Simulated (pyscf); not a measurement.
## •H₂C–CH₂–CH=CH₂, doublet

Gas-phase minimum from PySCF at ωB97X-D3(BJ)/def2-SVP, one conformer. •H₂C–CH₂–CH=CH₂ lies 18.1 kcal/mol over its isomer •H₂C–CH=CH–CH₃, and others may lie lower still (electronic energy, ωB97M-D3(BJ)). 

```
C
H 1 1.1058
H 1 1.1104 2 105.35
C 1 1.4952 2 109.42 3 118.60
H 4 1.0938 1 120.78 2 -33.86
H 4 1.0943 5 118.25 1 170.31
C 1 1.5085 2 109.46 3 -116.82
C 7 1.3337 1 124.99 2 117.88
H 8 1.0944 7 121.54 1 179.69
H 8 1.0963 9 117.08 7 -179.89
H 7 1.0981 8 119.26 9 0.54
```
Charge 0, spin multiplicity 2.

Properties at ωB97X-D3(BJ)/def2-SVP:

```yaml
harmonic_wavenumbers_unscaled: 96, 142, 322, 425, 475, 664, 806, 902, 966, 1036, 1051, 1091, 1124, 1232, 1309, 1346, 1430, 1451, 1453, 1763, 3003, 3077, 3159, 3168, 3178, 3261, 3286 cm⁻¹
zero_point_energy: 58.9 kcal/mol
rotational_symmetry_number: 1
Entropy of this conformer at 298 K and 1 atm, rigid rotor and harmonic oscillator, modes under 100 cm⁻¹ raised to 100: 308.6 J/(mol K)
dipole_moment: 0.28 D
Spin expectation value S2: 0.754
```

Single-point totals, which compare only within one level:

```tsv
level	total energy (hartree)
ωB97X-D3(BJ)/def2-TZVP	-156.68757
PBE/def2-TZVP	-156.37918
r²SCAN/def2-TZVP	-156.50414
B3LYP-D3(BJ)/def2-TZVP	-156.62465
PBE0-D3(BJ)/def2-TZVP	-156.41087
M06-2X/def2-TZVP	-156.51904
ωB97M-D3(BJ)/def2-TZVP	-156.64285
```

Soft torsions are taken as harmonic, which can shift the entropy by several J/(mol K).
